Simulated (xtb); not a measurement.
HClO, charge +1, doublet, geometry from GFN2-xTB (a state made from the parent by changing its charge; the spin is typed, not shown lowest). Base run: GFN0-xTB (xtb 6.7.1).

Geometry (Å):
```xyz
3

O     -0.0438     1.0215     0.0147
H     -0.9667     1.4020     0.0050
Cl     0.0775    -0.5632    -0.0072
```
Charge +1, spin multiplicity 2.
All else is at xtb's defaults.
Base energy -6.15753 Eh.

Each row names what was changed in the base input (with any setting that the change needs).

```csv
change,ΔE vs base (kcal/mol)
base,0.000
file = coord,0.000
acc = 0.1,0.000
acc = 1000,0.000
```
